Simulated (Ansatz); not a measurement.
H4AlNSi, SMILES `N[Si][AlH2]` (lower singlet) (charge 0, multiplicity 1). This singlet lies 0.79 eV below the relaxed triplet at the level frozen-core CCSD(T)/cc-pVTZ // PBE0-D3(BJ)/def2-TZVP (Ansatz, a program for electronic structure).

Computed with frozen-core fic-MRCISD+Q@CASSCF(2e,2o)/cc-pVTZ // PBE0-D3(BJ)/def2-TZVP (Ansatz).

Ansatz 0.2 input:
```yaml
crystal:
  periodic: [false, false, false]
  atoms:
    - { symbol: N, position_ang: [-1.494254, -0.258275, -0.106776] }
    - { symbol: Si, position_ang: [-0.411593, -1.582854, 0.039702] }
    - { symbol: Al, position_ang: [1.52096, 0.075017, 0.118931] }
    - { symbol: H, position_ang: [-2.492391, -0.398406, -0.180643] }
    - { symbol: H, position_ang: [-1.253048, 0.723809, -0.132576] }
    - { symbol: H, position_ang: [3.093342, -0.166863, 0.25842] }
    - { symbol: H, position_ang: [1.036984, 1.60757, 0.002942] }
basis:
  gaussian: { orbitals: cc-pVTZ }
correlation:
  method: fic_mrcisd_q
  active_space: { window: { electrons: 2, orbitals: 2 } }
```

Output:

```
Functional definition: HF
910 factors; integrals over basis functions are off by at most 1.2e-3 eV
mean field evaluation 1: about -15987.5793 eV, gradient 3.2e1 eV
mean field evaluation 2: about -15987.7175 eV, gradient 3.3e1 eV
mean field evaluation 4: about -15990.3097 eV, gradient 3.1e0 eV
mean field evaluation 8: about -15990.3664 eV, gradient 1.3e-1 eV
mean field -15990.36665155 eV, -587.6351357848 hartree, gradient 8.3e-6 eV, S^2 0.000000; 0 other end points of the search recorded, 0 dependent functions left out; unrestricted orbitals would lower it
reference -15990.36665155 eV, -587.6351357848 hartree; 19, 19 occupied and 135, 135 virtual orbitals, 910 factors
state -15990.87042828 eV, -587.6536492382 hartree
contracted CI cycle   1: correlation 0.00000000 eV, 0.0000000000 hartree, residual 3.29e1 eV
contracted CI cycle   2: correlation -9.81301029 eV, -0.3606214767 hartree, residual 4.62e0 eV
contracted CI cycle   3: correlation -10.06410014 eV, -0.3698488584 hartree, residual 1.09e0 eV
contracted CI cycle   4: correlation -10.08068000 eV, -0.3704581572 hartree, residual 3.34e-1 eV
contracted CI cycle   5: correlation -10.08250694 eV, -0.3705252960 hartree, residual 1.24e-1 eV
contracted CI cycle   6: correlation -10.08273663 eV, -0.3705337369 hartree, residual 4.26e-2 eV
contracted CI cycle   7: correlation -10.08276253 eV, -0.3705346885 hartree, residual 1.33e-2 eV
contracted CI cycle   8: correlation -10.08276496 eV, -0.3705347781 hartree, residual 4.10e-3 eV
contracted CI cycle   9: correlation -10.08276519 eV, -0.3705347864 hartree, residual 1.19e-3 eV
contracted CI cycle  10: correlation -10.08276521 eV, -0.3705347871 hartree, residual 3.73e-4 eV
state -15990.87042828 eV, -587.6536492382 hartree; corrected -16002.37455381 eV, -588.0764180536 hartree
state -15990.69554706 eV, -587.6472224717 hartree
contracted CI cycle   1: correlation 0.00000000 eV, 0.0000000000 hartree, residual 3.30e1 eV
contracted CI cycle   2: correlation -9.90839700 eV, -0.3641268736 hartree, residual 4.70e0 eV
contracted CI cycle   3: correlation -10.17511498 eV, -0.3739285785 hartree, residual 1.11e0 eV
contracted CI cycle   4: correlation -10.19223981 eV, -0.3745579045 hartree, residual 3.31e-1 eV
contracted CI cycle   5: correlation -10.19402736 eV, -0.3746235957 hartree, residual 1.19e-1 eV
contracted CI cycle   6: correlation -10.19424440 eV, -0.3746315716 hartree, residual 4.15e-2 eV
contracted CI cycle   7: correlation -10.19427028 eV, -0.3746325227 hartree, residual 1.37e-2 eV
contracted CI cycle   8: correlation -10.19427311 eV, -0.3746326269 hartree, residual 4.60e-3 eV
contracted CI cycle   9: correlation -10.19427342 eV, -0.3746326382 hartree, residual 1.43e-3 eV
contracted CI cycle  10: correlation -10.19427345 eV, -0.3746326393 hartree, residual 4.40e-4 eV
state -15990.69554706 eV, -587.6472224717 hartree; corrected -16002.36362787 eV, -588.0760165327 hartree
state -15990.87042828 eV, -587.6536492382 hartree; corrected -16002.37455381 eV, -588.0764180536 hartree
Total energy: -16002.37455381 eV, -588.0764180536 hartree
```
